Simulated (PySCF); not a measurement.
Harmonic spectrum computed at PBE0 in the def2-TZVP basis family (core potentials from Rb on, PySCF, no spin–orbit coupling):

| symmetry | ω (cm⁻¹) | IR (km/mol) |
| --- | --- | --- |
| a' | 155 | 38.3 |
| a'' | 177 | 1.1 |
| a' | 332 | 7.2 |
| a' | 405 | 59.4 |
| a'' | 955 | 214 |
| a' | 1016 | 88.0 |

Question: Which molecule gave it? In each, all ligands are bound to the one heavy central atom.
A. TaO₂Cl (singlet)
B. MoO₂Cl (doublet)
C. WO₂Cl (doublet)
D. IO₂Cl (singlet)
E. RuO₂Cl (doublet)

Answer: A. It has Cs symmetry with Ta–Cl 2.314 Å, Ta–O 1.725 Å (×2).
